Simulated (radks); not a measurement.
These are the eigenvalues of the occupied orbitals of an atom or ion with whole-number occupations (eV). All-electron calculation, Dirac Kohn-Sham, LDA (Slater exchange, Perdew-Wang correlation), spin-unpolarised, spherical densities, point nucleus. Program: a radial shooting solver on a logarithmic mesh with Libxc functionals.

1s1/2: -63151.86
2s1/2: -10778.79
2p1/2: -10292.81
2p3/2: -9176.361
3s1/2: -2473.323
3p1/2: -2258.001
3p3/2: -2019.914
3d3/2: -1653.399
3d5/2: -1601.366
4s1/2: -524.4975
4p1/2: -436.8757
4p3/2: -382.5675
4d3/2: -238.3006
4d5/2: -228.3934
5s1/2: -101.0150
5p1/2: -75.7495
5p3/2: -67.9812
4f5/2: -51.3847
4f7/2: -49.8277
6p1/2: -23.8763

Which element is it, and in what charge state? The configuration may be excited. Open shells, if any, fill j = l - 1/2 first.

Answer. Z = 71, lutetium, charge +3: Lu3+ in [Kr] 4d10 4f14 5s2 5p4 6p2. The list shows which subshells hold electrons but not how many an open one holds; the 1s level, -2320.8 hartree, gives Z - s = 68.1 by -(Z - s)^2/2, which with screening and relativity narrows Z to a few neighbours, and the depths of the outer levels then fix element, charge and occupations together.
